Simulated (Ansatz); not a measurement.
Breaking a bond: SeBe, lowest singlet found (which spin is the ground state isn't settled by this scan).

Computed with full CI/cc-pVDZ, cores with 3d frozen in Ansatz (an electronic-structure program).

Problem. Relative to R = 1.87 Å, what are the energies at R = 1.78, 2.03, 2.19, 2.24 Å?

Solution. 4.1 kcal/mol at 1.78 Å, 2.7 kcal/mol at 2.03 Å, 12.3 kcal/mol at 2.19 Å, 15.9 kcal/mol at 2.24 Å.

The scan ran from 1.54 to 7.36 Å; beyond the distances shown full CI changes its symmetry label. Also computed but left out beside FCI, since their determinant holds another spin at the minimum (<S²> over 0.7 above the pure value): UHF, UMP2/6-31G*.
